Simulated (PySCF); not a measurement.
Members of one family of related compounds. Method: PySCF 2.14.0, density-fitted response routines, TDDFT wB97X-D/def2-SVPD, vertical, gas phase, core orbitals frozen in the response, def2 core potentials past Kr. Geometries: PBE0-D3(BJ)/def2-SVP; one conformer of each isolated species. Triplets are in the Tamm–Dancoff approximation. Atoms past krypton carry core potentials; spin–orbit coupling is left out.

Question: Rank by computed HOMO energy, lowest first.
A. `[CH3][Zr]([CH3])([Cl])[Cl]` (ZrMe2Cl2)
B. `[NH2][Zr]([NH2])([Cl])[Cl]` (Zr(NH2)2Cl2)
C. `C[O][Zr]([Cl])([Cl])[O]C` (Zr(OMe)2Cl2)
D. `[OH][Zr]([OH])([Cl])[Cl]` (Zr(OH)2Cl2)
E. `[F][Zr]([F])([Cl])[Cl]` (ZrF2Cl2)

Answer: E (-11.72 eV), D (-10.87 eV), C (-10.56 eV), A (-10.20 eV), B (-9.81 eV).

```csv
SMILES,HOMO (eV),gap (eV),S1 (eV),first f ≥ 0.01 (nm),α (au),S1 mainly
[F][Zr]([F])([Cl])[Cl],-11.72,11.08,6.33,194,64.1,H→L+1 (86%)
[OH][Zr]([OH])([Cl])[Cl],-10.87,11.17,6.39,189,75.0,H-1→L (98%)
C[O][Zr]([Cl])([Cl])[O]C,-10.56,11.05,6.30,193,103.6,H-2/H-1→L (≥90%)
[CH3][Zr]([CH3])([Cl])[Cl],-10.20,9.98,4.52,–,96.4,H→L (95%)
[NH2][Zr]([NH2])([Cl])[Cl],-9.81,9.81,4.70,216,86.7,H→L (97%)
```

H and L stand for HOMO and LUMO; a dash means that no computed state gives the value. A slash joins orbitals within 0.01 eV of each other, whose weights are summed (≥ marks a lower bound).

- `[F][Zr]([F])([Cl])[Cl]`: for S1 the Löwdin share of zirconium is at most 4% in HOMO and 72% in LUMO+1 (ligand-to-metal charge transfer by this measure).
- `[OH][Zr]([OH])([Cl])[Cl]`: for S1 the Löwdin share of zirconium is at most 6% in HOMO-1 and 68% in LUMO (ligand-to-metal charge transfer by this measure).
- `C[O][Zr]([Cl])([Cl])[O]C`: for S1 the Löwdin share of zirconium is at most 8% in HOMO-1 and 68% in LUMO (ligand-to-metal charge transfer by this measure).
- `[CH3][Zr]([CH3])([Cl])[Cl]`: for S1 the Löwdin share of zirconium is 29% in HOMO and 73% in LUMO.
- `[NH2][Zr]([NH2])([Cl])[Cl]`: for S1 the Löwdin share of zirconium is 7% in HOMO and 69% in LUMO (ligand-to-metal charge transfer by this measure).
